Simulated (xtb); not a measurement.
C$_{4}$H$_{5}$Si (SMILES C1=C[SiH]C=C1), doublet, at a GFN2-xTB geometry; GFN2-xTB with ALPB(dmso) (xtb 6.7.1).

The xtb input:
```
$ xtb mol.xyz --gfn 2 --uhf 1 --alpb dmso --json

# file mol.xyz
10

C     -0.60019287    -1.32209793    -0.01120819
C      0.73500498    -1.08278056    -0.21295673
Si     0.98219806     0.72984330    -0.10194711
C     -0.79575565     1.03763847     0.21926233
C     -1.42349881    -0.18164949     0.22125698
H     -1.02610053    -2.31399529    -0.02366819
H      1.44596093    -1.86909775    -0.39704494
H      2.14030808     1.59040173    -0.22215297
H     -1.32017263     1.96256745     0.38398876
H     -2.48411462    -0.29434522     0.38801047
```

It wrote (shortened):

```
   ID    Z sym.   atoms
    1    6 C      1, 2, 4, 5
    2   14 Si     3
    3    1 H      6-10

           -------------------------------------------------
          |                Calculation Setup                |
           -------------------------------------------------

           -------------------------------------------------
          |                 G F N 2 - x T B                 |
           -------------------------------------------------

      * Solvation model:               ALPB
        Solvent                        dmso
        Parameter file                 internal GFN2-xTB/ALPB
        Dielectric constant                4.6680E+01
        Reference state                gsolv [1 M gas/solution]
        Free energy shift                  7.1947E-03 Eh       4.5147E+00 kcal/mol
        Temperature                        2.9815E+02 K
        Density                            1.1000E+00 kg/L
        Solvent mass                       7.8130E+01 g/mol
        Interaction kernel             P16
        Born radius scaling (c1)           1.7927E+00
        Born radii integrator          GBOBC
        Born offset                        0.0000E+00 a0       0.0000E+00 AA
        H-bond correction              true
        Ion screening                  false
        Surface tension                    1.0000E-05 Eh       1.5569E+01 dyn/cm
        Grid points                               230 per atom

          ...................................................
          :                      SETUP                      :
          :.................................................:
          :  # basis functions                  31          :
          :  # atomic orbitals                  30          :
          :  # shells                           16          :
          :  # electrons                        25          :
          :  max. iterations                   250          :
          :  Hamiltonian                  GFN2-xTB          :
          :  restarted?                      false          :
          :  GBSA solvation                   true          :
          :  PC potential                    false          :
          :  electronic temp.          300.0000000     K    :
          :  accuracy                    1.0000000          :
          :  -> integral cutoff          0.2500000E+02      :
          :  -> integral neglect         0.1000000E-07      :
          :  -> SCF convergence          0.1000000E-05 Eh   :
          :  -> wf. convergence          0.1000000E-03 e    :
          :  Broyden damping             0.4000000          :
          :  net charge                          0          :
          :  unpaired electrons                  1          :
          ...................................................

 iter      E             dE          RMSdq      gap      omega  full diag
   1    -12.9072763 -0.129073E+02  0.528E+00    2.64       0.0  T
   2    -12.9342048 -0.269285E-01  0.365E+00    2.57       1.0  T
   3    -12.9297393  0.446554E-02  0.227E+00    2.62       1.0  T
   4    -12.9541813 -0.244420E-01  0.495E-01    2.56       1.0  T
   5    -12.9553261 -0.114485E-02  0.237E-01    2.57       1.0  T
   6    -12.9556066 -0.280438E-03  0.112E-01    2.55       1.0  T
   7    -12.9556209 -0.143191E-04  0.609E-02    2.56       1.0  T
   8    -12.9556205  0.409025E-06  0.201E-02    2.56       1.6  T
   9    -12.9556224 -0.190664E-05  0.237E-03    2.56      13.4  T
  10    -12.9556224  0.213171E-07  0.288E-03    2.56      11.0  T
  11    -12.9556224 -0.417102E-07  0.243E-04    2.56     130.0  T
  12    -12.9556224  0.181426E-09  0.279E-04    2.56     113.5  T

   *** convergence criteria satisfied after 12 iterations ***

         :::::::::::::::::::::::::::::::::::::::::::::::::::::
         ::                     SUMMARY                     ::
         :::::::::::::::::::::::::::::::::::::::::::::::::::::
         :: total energy             -12.730744575602 Eh    ::
[...]
        12        2.0000           -0.3570961              -9.7171
        13        1.0000           -0.2954987              -8.0409 (HOMO)
        14                         -0.2015719              -5.4851 (LUMO)
        15                         -0.1787104              -4.8630
        16                         -0.1595230              -4.3408
        17                         -0.1537768              -4.1845
        18                         -0.0839580              -2.2846
        19                         -0.0191787              -0.5219
        20                         -0.0102270              -0.2783
        21                          0.1632650               4.4427
        22                          0.1764779               4.8022
        23                          0.2239733               6.0946
        24                          0.2376010               6.4655
       ...                                ...                  ...
        30                          0.8508137              23.1518
      -------------------------------------------------------------
                  HL-Gap            0.0939267 Eh            2.5559 eV
             Fermi-level           -0.2874163 Eh           -7.8210 eV

     #   Z          covCN         q      C6AA      α(0)
     1   6 C        3.067    -0.054    29.262     8.870
     2   6 C        2.811    -0.160    32.128     9.287
     3  14 Si       3.006     0.421   170.837    28.492
     4   6 C        2.811    -0.160    32.128     9.287
     5   6 C        3.067    -0.054    29.262     8.870
     6   1 H        0.926     0.007     2.935     2.679
     7   1 H        0.926     0.022     2.709     2.574
     8   1 H        0.922    -0.052     4.133     3.179
     9   1 H        0.926     0.022     2.709     2.574
    10   1 H        0.926     0.007     2.935     2.679

 Mol. C6AA /au·bohr⁶  :       1901.839159
 Mol. C8AA /au·bohr⁸  :      66361.752104
 Mol. α(0) /au        :         78.490517

Wiberg/Mayer (AO) data.
largest (>0.10) Wiberg bond orders for each atom

 ---------------------------------------------------------------------------
     #   Z sym  total        # sym  WBO       # sym  WBO       # sym  WBO
 ---------------------------------------------------------------------------
     1   6 C    3.973 --     2 C    1.629     5 C    1.250     6 H    0.970
     2   6 C    3.966 --     1 C    1.629     3 Si   1.140     7 H    0.977
                             4 C    0.121
     3  14 Si   3.372 --     4 C    1.140     2 C    1.140     8 H    0.872
     4   6 C    3.966 --     5 C    1.629     3 Si   1.140     9 H    0.977
                             2 C    0.121
     5   6 C    3.973 --     4 C    1.629     1 C    1.250    10 H    0.970
     6   1 H    1.000 --     1 C    0.970
     7   1 H    1.000 --     2 C    0.977
     8   1 H    0.997 --     3 Si   0.872
     9   1 H    1.000 --     4 C    0.977
    10   1 H    1.000 --     5 C    0.970
 ---------------------------------------------------------------------------

Topologies differ in total number of bonds
Writing topology from bond orders to xtbtopo.mol

molecular dipole:
                 x           y           z       tot (Debye)
 q only:        0.754       0.560      -0.078
   full:        0.723       0.537      -0.075       2.298
molecular quadrupole (traceless):
                xx          xy          yy          xz          yz          zz
 q only:        0.267       1.271      -0.551       0.116      -0.285       0.283
  q+dip:        2.536       2.349       1.216      -0.872       0.039      -3.752
   full:        1.370       2.214       0.030      -0.279      -0.246      -1.400

           -------------------------------------------------
          | TOTAL ENERGY              -12.730744575602 Eh   |
          | GRADIENT NORM               0.001458881124 Eh/α |
          | HOMO-LUMO GAP               2.555876897361 eV   |
           -------------------------------------------------

normal termination of xtb
```
